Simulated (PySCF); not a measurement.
# Bonding in `N#C[SiH2][SiH2]CCl`

Compound: C2H6ClNSi2.
Numbering: `[N:1]#[C:2][SiH2:3][SiH2:4][CH2:5][Cl:6]` (hydrogens: H7, H8 on Si3; H9, H10 on Si4; H11, H12 on C5)

Structure used (GFN2-xTB), in Å, numbered top down from 1:
```
atom  x, y, z in Å
N1     1.9513    2.1686   -1.2824
C2     1.8260    1.2872   -0.5608
Si3    1.5505   -0.1674    0.5809
Si4   -0.4731   -1.1385   -0.0119
C5    -1.7371    0.2647   -0.3236
Cl6   -1.8076    1.2840    1.1449
H7     1.6435    0.4130    1.9230
H8     2.7220   -1.0222    0.3528
H9    -1.0315   -1.9839    1.0484
H10   -0.4435   -1.9323   -1.2490
H11   -2.7472   -0.0944   -0.5044
H12   -1.4522    0.9204   -1.1437
```

Bond orders from the PBE0/pcSseg-1 density (PySCF). The structure is a single GFN2-xTB conformer in the gas phase; no vibrational or solvent corrections.

Task: How far do the computed orders between heavy atoms stray from the drawn ones?

Result: The largest departure is 0.182, at C2–Si3 (drawn single, 0.818). Drawn single, order below 0.88: C2–Si3 (0.818) and Si4–C5 (0.872).

Task: Set the Mayer orders of the bonds beside their lengths.

Result: 
```tsv
bond	drawn as	length (Å)	Mayer order
N1–C2	triple	1.146	2.931
C2–Si3	single	1.870	0.818
Si3–Si4	single	2.321	0.898
Si4–C5	single	1.914	0.872
C5–Cl6	single	1.789	0.953
Si3–H7	single	1.465	0.944
Si3–H8	single	1.468	0.940
Si4–H9	single	1.467	0.940
Si4–H10	single	1.470	0.929
C5–H11	single	1.087	0.937
C5–H12	single	1.088	0.927
```

Bonds between the same two heavy elements. C–Si: lowest C2–Si3 (0.818, 1.870 Å), highest Si4–C5 (0.872, 1.914 Å); in 1 of the 1 pairs the longer bond (by over 0.003 Å) has the higher order (by 0.02 or more).

Task: Sum the orders of all bonds at each heavy atom with more than one neighbour and set the sums beside the valence in the SMILES.

Result: C2 3.749 (drawn 4), Si3 3.600 (drawn 4), Si4 3.639 (drawn 4), C5 3.689 (drawn 4). Orders between atoms that aren't bonded are not in these sums.

For a closed shell the Mayer order of atoms A and B is Σ (PS)μν (PS)νμ over the basis functions μ on A and ν on B, with P the density and S the overlap matrix.
